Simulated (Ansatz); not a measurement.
`C[SiH]([AlH2])[SiH3]` + HCl → `[AlH2][SiH]([SiH3])Cl` + CH₄ at 500 K and 1 bar (ligand exchange at the Si–C bond).

Gas-phase electronic energies from Ansatz, PBE0-D4/def2-TZVP geometries. CCSD(T)/CBS adds triple-zeta CCSD(T) − MP2 to the extrapolated MP2 energy (def2 sets, frozen cores). This one scheme is used for every species.

```json
{"species": "`C[SiH]([AlH2])[SiH3]`", "CCSD(T)/CBS energy (Eh)": "-863.62045", "H − E (kJ/mol)": "280.6", "S (J/(mol·K))": "482.9"}
{"species": "HCl", "CCSD(T)/CBS energy (Eh)": "-460.38127", "H − E (kJ/mol)": "32.5", "S (J/(mol·K))": "201.9"}
{"species": "`[AlH2][SiH]([SiH3])Cl`", "CCSD(T)/CBS energy (Eh)": "-1283.57831", "H − E (kJ/mol)": "182.9", "S (J/(mol·K))": "468.2"}
{"species": "CH₄", "CCSD(T)/CBS energy (Eh)": "-40.46206", "H − E (kJ/mol)": "135.6", "S (J/(mol·K))": "206.8"}
```

H − E and S are ideal-gas, rigid-rotor, harmonic terms from PBE0-D4/def2-TZVP, for one conformer and one mirror image of each species. 1 Eh = 2625.50 kJ/mol, R = 8.31446 J/(mol·K).

**Question.** By hand: ΔE, ΔH, ΔS and ΔG.

**Answer.** ΔE = (-1283.57831) + (-40.46206) − (-863.62045) − (-460.38127) = -0.03865 Eh = -101.5 kJ/mol. Δ(H − E) = 182.9 + 135.6 − 280.6 − 32.5 = 5.4, so ΔH = -96.1 kJ/mol. ΔS = 468.2 + 206.8 − 482.9 − 201.9 = -9.8 J/(mol·K). ΔG = -96.1 − 500 × (-9.8)/1000 = -91.2 kJ/mol.

**Question.** By hand: the equilibrium constant, and the temperature at which ΔG would vanish if ΔH and ΔS stayed fixed.

**Answer.** log₁₀ K = −ΔG/(RT ln 10) = 9.5. ΔG = 0 at ΔH/ΔS = 9806 K, far beyond where these terms or the molecules hold.

The number of gas molecules stays the same, so ΔS is small and ΔH decides. A doubt of 5 kJ/mol in ΔE shifts log₁₀ K by 0.5 here. Other conformers and mirror images would add mixing entropy, several J/(mol·K) or more a flexible species. These are equilibria of isolated gas molecules and say nothing of rates. Largest T1 diagnostic: 0.012 (customary marks: 0.02 for closed shells, 0.045 for open ones).
